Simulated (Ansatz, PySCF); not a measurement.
Species: CH₅B (charge 0, singlet). SMILES: BC
Geometry from a B3LYP-D3(BJ)/def2-TZVP (Ansatz, a program for electronic structure) optimisation:
```
C
H 1 1.0911
H 1 1.0911 2 110.17
H 1 1.1043 2 105.74 3 113.82
B 1 1.5512 2 115.05 4 114.15
H 5 1.1943 1 120.91 2 -26.93
H 5 1.1943 6 118.10 1 176.57
```

PBE beside other levels, property by property. Cores are frozen in the correlated levels unless marked. UHF or UKS for open shells. No spin-orbit coupling. No relativistic terms. Basis-set limits of correlation are two-point, X^-3; Hartree-Fock from the larger set. Rows marked 298 K are enthalpies with B3LYP-D3(BJ) harmonic zero-point and thermal terms. Atomisation energies are electronic, to ground-state atoms; the column to compare with has the core term from cc-pwCVTZ added, other frozen-core levels have none. Frequencies are from Ansatz or PySCF. The coupled-cluster column (Ansatz) is a level with limits of its own: CCSD(T)/CBS(def2-TZVPPD,def2-QZVPPD).

```csv
property,PBE0/def2-TZVPD (Ansatz),wB97X-V/def2-TZVPD (Ansatz),CCSD(T)/aug-cc-pVDZ (Ansatz),coupled cluster
"C-H bond dissociation enthalpy, 298 K, to B[CH2] + H atom (kcal/mol)",91.0,93.9,90.4,94.7
"B-H bond dissociation enthalpy, 298 K, to [BH]C + H atom (kcal/mol)",99.5,104.0,99.7,104.1
"B-C bond dissociation enthalpy, 298 K, to [BH2] (BH2) + [CH3] (CH3) (kcal/mol)",103.4,106.8,99.3,104.9
atomisation energy (kcal/mol),588.6,589.4,553.5,588.8
```

**Question.** What does PBE/def2-TZVPD (Ansatz) give for each property, and on which side of coupled cluster does it fall?

**Answer.** 
- C-H bond dissociation enthalpy, 298 K, to B[CH2] + H atom: PBE lies 3.5 kcal/mol below coupled cluster; PBE gives 91.2 kcal/mol.
- B-H bond dissociation enthalpy, 298 K, to [BH]C + H atom: PBE lies 5.2 kcal/mol below coupled cluster; PBE gives 98.9 kcal/mol.
- B-C bond dissociation enthalpy, 298 K, to [BH2] (BH2) + [CH3] (CH3): PBE lies 0.2 kcal/mol below coupled cluster; PBE gives 104.7 kcal/mol.
- atomisation energy: PBE lies 2.3 kcal/mol above coupled cluster; PBE gives 591.1 kcal/mol.
